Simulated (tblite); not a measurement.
C₆H₉NSi.
Geometry (GFN2-xTB, Å), atoms numbered from 1 in this order:
```xyz
17
C6H9NSi angstrom
N      0.1266   -2.8047   -0.5939
C     -0.0558   -1.6921   -0.3925
C     -0.2513   -0.3053   -0.1093
C      0.9643    0.3452    0.5226
Si     2.4413    0.4666   -0.6823
C     -1.6286    0.1605    0.3021
C     -2.3579   -0.3005   -0.9208
C     -1.1097    0.5168   -1.0390
H      1.2530   -0.2289    1.4059
H      0.6820    1.3405    0.8713
H      2.0487    1.3268   -1.8015
H      2.7905   -0.8650   -1.1657
H      3.5558    1.0703    0.0480
H     -1.9422    0.7098    1.1637
H     -3.2954    0.1904   -1.1506
H     -2.3369   -1.3492   -1.1919
H     -0.8913    1.4309   -1.5471
```

Level: GFN2-xTB in tblite, geometry and Hessian alike; calculated harmonic values, unscaled, isolated species. Errors from tens to a few hundred cm⁻¹ against measured bands are possible. Modes of hydrogen on silicon can be 10 to 20 % off. One conformer, not necessarily the lowest.

Harmonic wavenumbers (cm⁻¹): 51.4, 101.7, 120.0, 166.1, 179.9, 261.9, 313.9, 435.2, 506.8, 517.5, 559.8, 574.0, 694.4, 751.6, 766.4, 767.6, 784.2, 788.0, 792.7, 836.1, 902.7, 935.5, 938.6, 985.5, 1028.4, 1077.3, 1094.6, 1108.8, 1139.9, 1226.3, 1242.6, 1314.1, 1413.7, 1469.7, 1499.0, 2257.3, 2277.0, 2313.7, 2390.0, 2966.9, 2980.5, 3040.6, 3064.3, 3170.3, 3182.8.

A = 2694, B = 1306, C = 1024 MHz; mass 123.050 u (most abundant isotopes); point group C1, symmetry number 1.

Problem. What is the zero-point energy?

Solution. ½Σν̃ = 27495 cm⁻¹ = 78.61 kcal/mol.

Problem. What is S at 298.15 K and 1 bar for an ideal gas of classical rigid rotors and harmonic oscillators?

Solution. Translation 40.36, rotation 28.88, vibration 25.02: S = 94.3 cal/(mol K).

Problem. And Cp and H(298.15 K) − H(0)?

Solution. Cp = 36.61 cal/(mol K), of which vibrations give 28.66 (their classical limit is 45 R = 89.4); H(298.15 K) − H(0) = 6.44 kcal/mol without the zero-point energy, 4.07 from vibrations.

Problem. Blend soft modes into free rotors: weight 1/[1 + (100 cm⁻¹/ν̃)⁴] for the oscillator and the rest for a rotor with moment μB/(μ + B), μ = h/(8π²ν), B = 10⁻⁴⁴ kg m². What vibrational entropy results?

Solution. 23.43 cal/(mol K) in place of 25.02, which changes −T·S at 298.15 K by +0.47 kcal/mol.

Problem. What must be added to the electronic energy to get the Gibbs energy at 298.15 K and 1 bar?

Solution. ZPE + [H(298.15 K) − H(0)] − T·S = 78.61 + 6.44 − 28.10 = 56.95 kcal/mol.

Problem. How do the functions run with temperature in this model?

Solution. 
```json
{"T (K)": "100", "S (cal/(mol K))": "67.4", "Cp (cal/(mol K))": "17.0", "H − H(0) (kcal/mol)": "1.21", "G − H(0) (kcal/mol)": "-5.52", "ln q(vib)": "1.32"}
{"T (K)": "200", "S (cal/(mol K))": "81.9", "Cp (cal/(mol K))": "26.2", "H − H(0) (kcal/mol)": "3.36", "G − H(0) (kcal/mol)": "-13.02", "ln q(vib)": "3.50"}
{"T (K)": "300", "S (cal/(mol K))": "94.5", "Cp (cal/(mol K))": "36.8", "H − H(0) (kcal/mol)": "6.51", "G − H(0) (kcal/mol)": "-21.84", "ln q(vib)": "5.77"}
{"T (K)": "500", "S (cal/(mol K))": "117.6", "Cp (cal/(mol K))": "54.0", "H − H(0) (kcal/mol)": "15.71", "G − H(0) (kcal/mol)": "-43.10", "ln q(vib)": "10.47"}
{"T (K)": "800", "S (cal/(mol K))": "146.7", "Cp (cal/(mol K))": "69.2", "H − H(0) (kcal/mol)": "34.42", "G − H(0) (kcal/mol)": "-82.91", "ln q(vib)": "17.36"}
{"T (K)": "1000", "S (cal/(mol K))": "162.8", "Cp (cal/(mol K))": "75.6", "H − H(0) (kcal/mol)": "48.94", "G − H(0) (kcal/mol)": "-113.89", "ln q(vib)": "21.63"}
```

q(vib) and H(0) count from the zero-point level.

Hindered rotation and anharmonicity are outside this model. Other conformers, if any are populated, would add a mixing term that is left out. The structure is chiral; the term R ln 2 for an equal mix with its mirror image is left out.
